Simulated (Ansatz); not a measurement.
Hg2Br4⁻, relaxed as a doublet with UKS r2SCAN-D4/def2-SVPD in Ansatz, starting from the GFN1-xTB geometry. Force threshold 0.02 eV/Å.

In the def2 sets Hg takes a core potential; there is no spin–orbit coupling. Another isomer (doublet) lies 0.16 eV lower at PBE0-D4/def2-SVP; other spin states weren't run for this one.

Start:

```xyz
6

Hg   -0.7864   -0.9807    0.4263
Hg    0.7949    0.9787   -0.4183
Br   -0.3820   -3.4357   -0.0301
Br   -2.8956   -0.5979    1.7709
Br    1.1632    1.5267   -2.8604
Br    2.1059    2.5090    1.1116
```

```tsv
step	energy (eV)	largest force component (eV/Å)	SCF passes
1	-288514.8900	0.649	18
2	-288515.0829	0.229	24
3	-288515.1577	0.272	19
4	-288515.1973	0.031	24
5	-288515.2036	0.026	20
6	-288515.2073	0.016	19
7	-288515.2097	0.025	19
8	-288515.2118	0.032	18
9	-288515.2122	0.016	19
10	-288515.2123	0.005	19
```

Force components are those of the run's own axes.

End:

Cartesian coordinates in Å:
```
Hg -0.8456 -1.0393 0.4479
Hg 0.8418 1.0413 -0.4518
Br 0.3203 -3.3286 0.1740
Br -3.0812 -0.0738 1.3104
Br 0.4487 1.4917 -2.9650
Br 2.3160 1.9087 1.4845
```

By distances, no bond broke or formed. The bond that changes most is Hg1–Hg2, from 2.66 to 2.83 Å (atoms count from 1).

The force fell under the threshold at step 6, but the optimiser went on and released 0.005 eV more. No frequencies were taken in this run, so the end may be a saddle point.

Hardware: 4 threads of Arm Neoverse V2 on a shared host. Wall time 2.5 min, peak host memory 0.57 GiB.
